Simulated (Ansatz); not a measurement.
Basis sets compared for the cluster B₈N⁺. Total charge 1; singlet. Geometry PBE0-D4/def2-SVP. Ansatz on 4 threads of Arm Neoverse V2 on a shared host; times are rough, and most runs start from earlier orbitals.

```xyz
9

N    -0.714   -1.352    1.998
B     0.233   -1.525    1.075
B    -1.219   -0.267    1.408
B     1.565    0.017   -1.312
B    -0.488    1.795   -0.843
B    -1.190    0.924    0.293
B     0.776    1.335   -1.663
B     1.092   -1.053   -0.230
B    -0.056    0.127   -0.726
```

The structure comes from a short search, and lower isomers may exist.

```json
{"level": "PBE-D4/def2-SVP", "functions": "126", "energy (Eh)": "-252.5400", "HOMO (eV)": "-11.39", "LUMO (eV)": "-10.82", "wall time": "1.1 s"}
{"level": "PBE0-D4/def2-SVP", "functions": "126", "energy (Eh)": "-252.5653", "HOMO (eV)": "-12.28", "LUMO (eV)": "-9.97", "wall time": "1.4 s"}
```

Question: Estimate the rows for PBE-D4/def2-TZVP (with forces), PBE0-D4/def2-TZVP.

Answer: 
| level | functions | energy (Eh) | HOMO (eV) | LUMO (eV) | wall time |
| --- | --- | --- | --- | --- | --- |
| PBE-D4/def2-TZVP (with forces) | 279 | -252.8031 | -11.37 | -10.77 | 3.5 s |
| PBE0-D4/def2-TZVP | 279 | -252.8275 | -12.24 | -9.91 | 6 s |
